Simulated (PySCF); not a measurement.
These are PBE0-D4/def2-TZVP in PySCF values and carry that method's errors. Gas-phase values, no solvent. Excitations are Tamm–Dancoff values on a coarser integration grid. The basis has no diffuse functions, so Rydberg states are missing or too high.

Reference species (SMILES): `[F][In]([F])[F]` (neutral, multiplicity 1).

The HOMO–LUMO gap is 7.73 eV. The LUMO comes out as -3.42 eV. The S1 excitation (TDA) comes out as 6.15 eV. The S1–T1 gap (TDA) is 0.69 eV.

Changed species: `[In]([Cl])([Cl])[Cl]` (3 of 3 F replaced by Cl; the reference has 0 of 3 F replaced by Cl).

**Question.** Predict the effect on the HOMO–LUMO gap, LUMO, S1 excitation (TDA) and S1–T1 gap (TDA).

**Answer.** the HOMO–LUMO gap drops by 1.16 eV, to 6.57 eV; the LUMO rises by 0.53 eV, to -2.89 eV; the S1 excitation (TDA) drops by 0.97 eV, to 5.18 eV; the S1–T1 gap (TDA) drops by 0.34 eV, to 0.35 eV.
